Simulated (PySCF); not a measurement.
**Two-component Hartree-Fock for Mn⁸⁺ (manganese, charge +8)**

Start: [Ne] 3s2 3p5; 3p1/2 filled at m_j = -1/2, +1/2; 3p3/2 filled at m_j = -1/2, +1/2, +3/2. Calculated with PySCF 2.14 in an uncontracted even-tempered set (20 s from 0.43 bohr⁻², ratio 2.4; 14 p from 0.56 bohr⁻², ratio 2.4; 5 d from 4 bohr⁻², ratio 2.6; 4 f from 6 bohr⁻², ratio 2.6): generalised Hartree-Fock with the X2C-1e Hamiltonian and a Gaussian nucleus; one run each with spin-orbit coupling (SO) switched off, then screened by Boettger's factors.

```csv
spinor shell,electrons,"ε, spin-free (eV)","ε, screened SO (eV)",weight of nominal j (screened SO),"rms radius, screened SO (bohr)"
1s1/2,2,-6780.4,-6780.2,1.000,0.0703
2s1/2,2,-986.65,-986.57,1.000,0.300
2p1/2,2,-859.99,-867.66,0.998,0.270
2p3/2,4,-859.99,-856.13,0.999,0.273
3s1/2,2,-262.06,-262.03,1.000,0.833
3p1/2,2,-223.05,-224.51,0.793,0.853
3p3/2,3,-223.05,-222.24,0.862,0.857
```

| quantity | spin-free | screened SO |
| --- | --- | --- |
| E (hartree) | -1135.98491 | -1136.02102 |
| M_J | 3/2 | 3/2 |
| ⟨J²⟩ | 3.753 | 3.753 |
| ⟨L²⟩ | 2.002 | 2.003 |
| ⟨S²⟩ | 0.751 | 0.751 |

Each row is a mean over spinors that exchange with the open shell spreads, by up to 6.995 eV (3s1/2).

Rows whose weight is well below 1 are mixtures of j = l ± 1/2: exchange outweighs spin-orbit coupling there, and the label is only the starting occupation.

Without spin-orbit coupling the j labels of p, d and f shells carry no meaning; the spin-free column gives the mean over the occupied spinors of each nl shell.
